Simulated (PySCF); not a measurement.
# Magnetisability: `C[C@@H]1[C@@H](C(F)(F)F)P1C`, C5H8F3P

Geometry (Å), atoms numbered from 1 in this order:
```xyz
17

C    -0.3635   -2.3320    0.4320
C     0.0785   -0.8936    0.3313
C    -0.8288    0.0733   -0.3979
C    -1.1865    1.3940    0.2039
F    -0.4516    1.7274    1.2772
F    -1.0598    2.4198   -0.6621
F    -2.4688    1.4194    0.6138
P     0.7937   -0.2511   -1.2565
C     1.8481    1.1452   -0.6452
H    -1.1470   -2.4350    1.1821
H     0.4736   -2.9641    0.7192
H    -0.7482   -2.6828   -0.5232
H     0.5240   -0.5110    1.2454
H    -1.6957   -0.3634   -0.8870
H     2.8811    0.9033   -0.8925
H     1.5766    2.0561   -1.1768
H     1.7673    1.3067    0.4264
```

Theory: PySCF, GIAO B3LYP/pcSseg-1 magnetisability, rotational g tensor and spin-rotation constants, non-relativistic, gas phase. Geometry: GFN2-xTB.

Task: How diamagnetic is it, and how anisotropic?

Result: Isotropic -1575 × 10⁻³⁰ J/T², or -94.9 × 10⁻⁶ cm³/mol; principal values -1806, -1467, -1453 × 10⁻³⁰ J/T², anisotropy 346 × 10⁻³⁰ J/T² (root of half the summed squared differences of the principal values). The susceptibility is in cgs units.

Task: Split it along the inertial axes a, b, c into diamagnetic and paramagnetic parts about the centre of mass, with the quadrupole moment.

Result: 
```tsv
axis	χ (10⁻⁶ cm³/mol)	diamagnetic (10⁻⁶ cm³/mol)	paramagnetic (10⁻⁶ cm³/mol)	summed x² of all electrons (Å²)	quadrupole Θ (D Å)
a	-92.8	-770.5	677.7	203.7	-5.28
b	-98.7	-1078.5	979.8	131.0	+4.63
c	-93.1	-1420.0	1326.9	50.6	+0.66
```
Anisotropies 2χaa − χbb − χcc = +6.2 and 2χbb − χaa − χcc = -11.6 × 10⁻⁶ cm³/mol. Θ is traceless in Buckingham's convention.

Task: And the rotational g tensor?

Result: 
| axis | rotational constant (GHz) | g | nuclear part | electronic part |
| --- | --- | --- | --- | --- |
| a | 1.8380 | -0.0100 | 0.5751 | -0.5852 |
| b | 1.1490 | -0.0062 | 0.5226 | -0.5289 |
| c | 0.8773 | -0.0061 | 0.5408 | -0.5469 |

Asymmetric top; isotopes 12C, 19F, 1H, 31P; no vibrational averaging.
